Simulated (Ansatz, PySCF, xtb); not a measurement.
Torsion C1–C2–C3–C4 in C4H10 (SMILES CCCC); at each angle all else is relaxed with GFN2-xTB, and the levels are single points there.
Geometry at 180° (charge 0, multiplicity 1):
```xyz
14

C     -1.53829    -0.25263     0.45298
C     -0.72569     0.54101    -0.56259
C      0.70613     0.02345    -0.67725
C      1.51887     0.81702    -1.69277
H     -1.08280    -0.18944     1.43906
H     -1.58731    -1.30119     0.16664
H     -2.55321     0.13290     0.51854
H     -0.70506     1.59307    -0.26852
H     -1.20893     0.48096    -1.54066
H      0.68552    -1.02860    -0.97137
H      1.18929     0.08343     0.30087
H      1.56924     1.86527    -1.40573
H      1.06263     0.75498    -2.67858
H      2.53327     0.43038    -1.75926
```
Energies count from the point at 180°.

Cores are frozen in the correlated methods. CBS: X⁻³ extrapolation of the correlation energy, Hartree–Fock from the larger set.

Codes used: Ansatz (an electronic-structure program); PySCF for M06-2X, the dispersion terms; xtb for the GFN methods. Values without a source in brackets are computed.

Energies in meV.

```csv
dihedral (°),GFN1-xTB,r2SCAN-D4/def2-TZVPP,B3LYP-D4/def2-TZVPP,M06-2X/def2-TZVPP,SCS-MP2/cc-pVDZ,"MP2/CBS(cc-pVDZ, cc-pVTZ) + ΔCCSD(T)/cc-pVDZ"
0,152.8,246.3,232.1,226.0,256.1,236.1
20,121.7,185.0,176.7,166.5,192.7,175.6
40,60.5,80.4,78.6,66.1,85.3,75.2
60,20.2,28.9,25.2,20.0,32.5,25.6
80,22.5,48.5,41.0,41.7,51.9,41.3
100,62.0,111.5,102.5,104.5,116.7,103.3
120,88.3,148.1,137.7,144.0,155.3,142.3
140,66.2,106.8,99.9,104.9,111.9,101.8
160,21.4,33.6,31.6,33.0,35.1,30.9
180,0.0,0.0,0.0,0.0,0.0,0.0
```
